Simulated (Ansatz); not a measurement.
Start from `[NH2][Zr]([NH2])([NH2])[I]` and change one atom or group to get `[NH2][Zr]([NH2])([F])[I]`.

Ansatz, PBE0-D4/def2-TZVP geometries, multiplicity 1. Each molecule was computed in one conformer, which needn't be the lowest.

Elements past krypton have def2 core potentials.

```json
{"property": "HOMO energy (ωB97M-V/def2-TZVPP) / eV", "`[NH2][Zr]([NH2])([NH2])[I]`": "-9.22"}
{"property": "LUMO energy (PBE0/def2-TZVPP) / eV", "`[NH2][Zr]([NH2])([NH2])[I]`": "-0.72"}
{"property": "size of the dipole moment (B3LYP/def2-TZVPP) / D", "`[NH2][Zr]([NH2])([NH2])[I]`": "3.41"}
{"property": "HOMO energy (B3LYP/def2-TZVPP) / eV", "`[NH2][Zr]([NH2])([NH2])[I]`": "-6.85"}
{"property": "LUMO energy (B3LYP/def2-TZVPP) / eV", "`[NH2][Zr]([NH2])([NH2])[I]`": "-0.94"}
{"property": "size of the dipole moment (PBE/def2-TZVPP) / D", "`[NH2][Zr]([NH2])([NH2])[I]`": "3.43"}
```

Task: What does the change do to each property? (Estimate.)

Result: Computed: 
```csv
property,`[NH2][Zr]([NH2])([F])[I]`,shift
HOMO energy (ωB97M-V/def2-TZVPP) / eV,-9.37,-0.15
LUMO energy (PBE0/def2-TZVPP) / eV,-1.18,-0.46
size of the dipole moment (B3LYP/def2-TZVPP) / D,3.50,0.09
HOMO energy (B3LYP/def2-TZVPP) / eV,-7.02,-0.17
LUMO energy (B3LYP/def2-TZVPP) / eV,-1.41,-0.47
size of the dipole moment (PBE/def2-TZVPP) / D,3.48,0.05
```

With PBE0 the HOMO falls by 0.16 eV and the LUMO falls by 0.46 eV, so the gap narrows by about 0.30 eV. PBE moves the HOMO by -0.14 eV and ωB97M-V by -0.15 eV. Dipoles are sizes alone; their direction can turn.

B3LYP here is the variant with VWN-RPA as its local correlation; programs differ in this.

Spin–orbit coupling is left out; it splits and shifts lone-pair levels of the heavy atoms by tenths of an eV.
